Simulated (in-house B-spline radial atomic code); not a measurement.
Inner levels of cerium as electrons are removed. A shift is the extra binding of the orbital against the neutral atom ([Xe] 4f1 5d1 6s2). The density at the nucleus is averaged over the nuclear charge. Computed with a B-spline radial code for spherical atoms: Dirac-Hartree-Fock, average of the configuration, finite nuclei.

```tsv
ion	configuration	shift of 4p3/2 (eV)	shift of 4s1/2 (eV)	shift of 1s1/2 (eV)	radius of 4p3/2 (bohr)	radius of 4s1/2 (bohr)	radius of 1s1/2 (bohr)	Σ<r²> (bohr²)	change of density at nucleus (bohr⁻³)
Ce	[Xe] 4f1 5d1 6s2	0	0	0	0.68206	0.63681	0.024568	98.607	-
Ce+	[Xe] 4f1 5d2	?	?	?	?	?	?	?	?
Ce2+	[Xe] 4f2	?	?	?	?	?	?	?	?
Ce3+	[Xe] 4f1	23.107	23.079	23.256	0.68188	0.6368	0.024568	38.549	-19.775
Ce4+	[Kr] 4d10 5s2 5p6	44.158	44.6	43.629	0.67834	0.63452	0.024569	34.975	16.053
Ce5+	[Kr] 4d10 5s2 5p5	59.706	60.241	60.102	0.6788	0.63423	0.024569	30.983	34.327
Ce6+	[Kr] 4d10 5s2 5p4	75.96	76.6	77.471	0.67827	0.63389	0.024568	27.361	53.868
```

Problem. Fill in the row of Ce+.

Solution. shift of 4p3/2 (eV): 3.4682; shift of 4s1/2 (eV): 3.4213; shift of 1s1/2 (eV): 3.5458; radius of 4p3/2 (bohr): 0.68197; radius of 4s1/2 (bohr): 0.6369; radius of 1s1/2 (bohr): 0.024568; Σ<r²> (bohr²): 59.709; change of density at nucleus (bohr⁻³): -31.395.

Problem. Fill in the row of Ce2+.

Solution. shift of 4p3/2 (eV): 4.7462; shift of 4s1/2 (eV): 4.3757; shift of 1s1/2 (eV): 5.7733; radius of 4p3/2 (bohr): 0.68452; radius of 4s1/2 (bohr): 0.63846; radius of 1s1/2 (bohr): 0.024568; Σ<r²> (bohr²): 43.218; change of density at nucleus (bohr⁻³): -48.177.
